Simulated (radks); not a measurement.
Values are calculated unless marked as measured or tabulated.
Task: The titanium ion Ti5+ is in [Ne] 3s2 3p5. Code: a radial shooting solver on a logarithmic mesh with Libxc functionals. Model: non-relativistic Kohn-Sham, PBE, spin-polarised, spherical densities, point nucleus. Open shells are filled with parallel spins first. One electron is removed from 2p, 3p, 2s, 3s in turn, with full relaxation. Which removal costs least, and what does each cost?

Result: 3p 119.54 eV; 3s 143.84 eV; 2p 555.17 eV; 2s 638.83 eV. The 3p electron leaves first.
